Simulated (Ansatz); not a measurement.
System: sum formula SiNH$_{4}$ (charge -1, singlet). SMILES of the parent species: [SiH3][NH]
Coordinates optimised at B3LYP-D3(BJ)/def2-TZVP (Ansatz, a quantum-chemistry and plane-wave program):
```xyz
6

N      1.0724    -0.4462    -0.2807
Si    -0.4330     0.1443     0.0840
H      1.8436     0.0367     0.1750
H     -0.9665     0.1212     1.5254
H     -1.4968    -0.6426    -0.6434
H     -0.8254     1.5882    -0.2677
```
Charge -1, spin multiplicity 1.

Parts of the frozen-core correlation energy in STO-3G (Ansatz, hartree). Frozen orbitals: 6; correlated occupied orbitals by spin: 7 and 7; virtual: 5 and 5. Spin-orbit coupling is left out. Non-relativistic.

```tsv
term	value
reference (HF)	-341.40678
MP2 opposite-spin	…
MP2 same-spin	…
CCSD correlation	-0.11227
(T)	…
FCI minus CCSD(T)	-0.00056
T1 diagnostic	0.016
largest doubles amplitude	0.056
```

Problem. Fill in the missing entries.

Solution. 
- MP2 opposite-spin, value: -0.07443
- MP2 same-spin, value: -0.00991
- (T), value: -0.00279
